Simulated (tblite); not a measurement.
Species: C6H8F2SSe.
Numbering: `[F:1][CH:2]([F:3])[C@@H:4]1[CH2:5][CH2:6][Se:7][C:8](=[S:9])[CH2:10]1` (hydrogens: H11 on C2; H12 on C4; H13, H14 on C5; H15, H16 on C6; H17, H18 on C10)

Computed with GFN2-xTB (tblite), gas phase: L-BFGS steps from a force-field or distance-geometry start until the largest atomic force falls under 0.01 eV/Å.

Step 12: E = -892.5326 eV
```
atom  x, y, z in Å  |  force x, y, z in eV/Å
F1      2.4402    0.0395   -1.1254   -0.045   0.037   0.023
C2      2.0230    0.2896    0.1395   -0.029  -0.038   0.029
F3      2.4304    1.5451    0.4399   -0.029  -0.023  -0.056
C4      0.5039    0.1585    0.2625    0.005  -0.072  -0.079
C5      0.0396   -1.2651   -0.0809   -0.017  -0.036   0.009
C6     -1.3356   -1.5329    0.4989   -0.051   0.059   0.013
Se7    -2.6972   -0.1828   -0.0372   -0.059   0.019  -0.044
C8     -1.6202    1.3686   -0.2472   -0.092   0.066   0.119
S9     -2.2707    2.8420   -0.0134   -0.042  -0.064  -0.120
C10    -0.1955    1.1855   -0.6466    0.046  -0.073   0.063
H11     2.5655   -0.3942    0.8112    0.003  -0.063  -0.018
H12     0.2490    0.3725    1.3117    0.104   0.038  -0.140
H13     0.0331   -1.4123   -1.1632   -0.013   0.101  -0.011
H14     0.7273   -2.0097    0.3272    0.080   0.045   0.108
H15    -1.7370   -2.5027    0.1990    0.065   0.068  -0.071
H16    -1.3123   -1.4944    1.5900    0.035  -0.011   0.015
H17     0.3006    2.1605   -0.5878   -0.003  -0.121   0.007
H18    -0.1530    0.8388   -1.6900    0.042   0.067   0.151
```

Step 13: E = -892.5377 eV
```
atom  x, y, z in Å  |  force x, y, z in eV/Å
F1      2.4466    0.0407   -1.1234   -0.049   0.016  -0.049
C2      2.0254    0.2885    0.1394    0.013  -0.044  -0.008
F3      2.4348    1.5438    0.4379   -0.048  -0.029  -0.021
C4      0.5073    0.1563    0.2612    0.024  -0.025  -0.038
C5      0.0386   -1.2648   -0.0799    0.009  -0.013   0.004
C6     -1.3382   -1.5288    0.4973   -0.024   0.033   0.015
Se7    -2.7004   -0.1839   -0.0354   -0.038   0.064  -0.059
C8     -1.6179    1.3666   -0.2431   -0.218   0.019   0.136
S9     -2.2786    2.8365   -0.0250   -0.039  -0.007  -0.105
C10    -0.1956    1.1844   -0.6399    0.047  -0.050   0.021
H11     2.5676   -0.3988    0.8070    0.006  -0.052   0.021
H12     0.2597    0.3722    1.3089    0.063   0.036  -0.048
H13     0.0350   -1.4086   -1.1620   -0.016   0.069  -0.029
H14     0.7242   -2.0088    0.3320    0.075   0.029   0.094
H15    -1.7374   -2.4972    0.1926    0.053   0.036  -0.052
H16    -1.3142   -1.4918    1.5881    0.031  -0.026   0.027
H17     0.2946    2.1615   -0.5858    0.043  -0.108   0.022
H18    -0.1604    0.8384   -1.6815    0.067   0.051   0.069
```

**Question.** Estimate the geometry and energy of step 14. (The exact step hangs on the optimiser's Hessian estimate; all steps are aligned on step 13, rigid shifts and turns removed.)

**Answer.** E = -892.5417 eV, largest force 0.234 eV/Å
```
atom  x, y, z in Å  |  force x, y, z in eV/Å
F1      2.4503    0.0421   -1.1226   -0.038  -0.008  -0.101
C2      2.0276    0.2867    0.1393    0.041  -0.044  -0.047
F3      2.4380    1.5420    0.4361   -0.059  -0.030   0.010
C4      0.5103    0.1539    0.2594    0.032   0.014   0.017
C5      0.0380   -1.2651   -0.0791    0.031   0.011   0.003
C6     -1.3407   -1.5249    0.4964    0.013   0.008   0.010
Se7    -2.7043   -0.1835   -0.0353   -0.019   0.065  -0.053
C8     -1.6195    1.3656   -0.2379   -0.206  -0.034   0.105
S9     -2.2861    2.8336   -0.0354   -0.043   0.049  -0.088
C10    -0.1964    1.1824   -0.6339   -0.001  -0.015   0.004
H11     2.5698   -0.4030    0.8045    0.002  -0.038   0.033
H12     0.2695    0.3727    1.3054    0.025   0.030   0.044
H13     0.0364   -1.4044   -1.1617   -0.015   0.030  -0.025
H14     0.7234   -2.0077    0.3374    0.047   0.025   0.063
H15    -1.7365   -2.4924    0.1871    0.032   0.010  -0.038
H16    -1.3152   -1.4908    1.5872    0.020  -0.028   0.026
H17     0.2905    2.1599   -0.5845    0.076  -0.070   0.049
H18    -0.1640    0.8394   -1.6740    0.062   0.024  -0.014
```

The energy changes by -0.0039 eV. The first-order estimate −F·Δx gives -0.0055 eV and the mean of the old and new forces, exact on a quadratic surface, -0.0039 eV. The step makes an angle of 60° with the force vector and moves no atom by more than 0.013 Å.

The cost below is that of the whole relaxation. Hardware: one thread of an Intel Xeon at 2.50 GHz, shared host with 64 logical CPUs at a one-minute load of 47. Cost: 2.1 s wall.
